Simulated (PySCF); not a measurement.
**How methods differ on the ionisation energy of Lu⁺**

Lu⁺ [Xe] 4f14 6s2 → Lu²⁺ [Xe] 4f14 6s1 [6s1/2^1, M_J = 1/2], as a difference of total energies. Computed with PySCF 2.14 in x2c-TZVPall-2c (11s11p10d2f1g, 117 functions), with the two-component X2C-1e Hamiltonian. Correlated levels: [Ar] 3d10 frozen; the 18 highest virtual spinors dropped. "Screened" scales the spin-orbit matrix elements by Boettger's factors to mimic the two-electron term; Breit and QED terms are absent.

```csv
method,ionisation energy (eV)
GHF (spin-free),12.631
GMP2 (spin-free),13.929
GHF (screened spin-orbit),12.635
GMP2 (screened spin-orbit),13.934
```

**Question.** How much does correlation contribute at GMP2 (screened spin-orbit)?

**Answer.** 13.934 − (12.635) = 1.299 eV, measured against GHF (screened spin-orbit).

Errors of the correlated levels include the incompleteness of this basis and the frozen core.

MP2 underrates the near-degeneracy of ns² with np² in the lower species.

For comparison: 14.13 ± 0.05 eV (semi-empirical (NIST evaluation); NIST Atomic Spectra Database, ionization energies).
